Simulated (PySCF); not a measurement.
C4H12AlNO2.
SMILES: `[N+]([AlH3-])(C)(C)COC=O`

Torsions of this conformer, `[CH3:1][N+:2]([CH3:3])([AlH3-:4])[CH2:5][O:6][CH:7]=[O:8]`: C1–N2–C5–O6 -64°, N2–C5–O6–C7 -167°, C5–O6–C7–O8 -3°.

The closed-shell ground state was solved at several levels (PySCF, density fitting, gas phase, non-relativistic). Isolated species at its PBE0-D3(BJ)/def2-SVP geometry (one conformer only).

```json
{"level": "PBE0/pcSseg-1", "basis functions": "203", "HOMO (eV)": "-7.38", "LUMO (eV)": "-0.37", "gap (eV)": "7.01", "dipole (D)": "4.82"}
{"level": "B3LYP/pcSseg-1", "basis functions": "203", "HOMO (eV)": "-7.18", "LUMO (eV)": "-0.67", "gap (eV)": "6.51", "dipole (D)": "4.81"}
```

Question: What might PBE0/def2-SVPD (266 basis functions) give for the same quantities?

Answer: HOMO -7.39 eV, LUMO -0.58 eV, gap 6.81 eV, dipole 4.64 D.

Question: Over all these levels, which gives the widest orbital gap and which the narrowest?

Answer: PBE0/pcSseg-1 (global hybrid, 25 % exact exchange) has the widest, 7.01 eV, and B3LYP/pcSseg-1 (global hybrid, 20 % exact exchange) the narrowest, 6.51 eV. The two share the basis. From the narrowest to the widest the HOMO moves by -0.20 eV and the LUMO by +0.30 eV.

Question: How far do the dipole and the HOMO energy spread over the levels?

Answer: The dipole runs from 4.64 to 4.82 D (mean 4.76 D) and the HOMO from -7.39 to -7.18 eV.
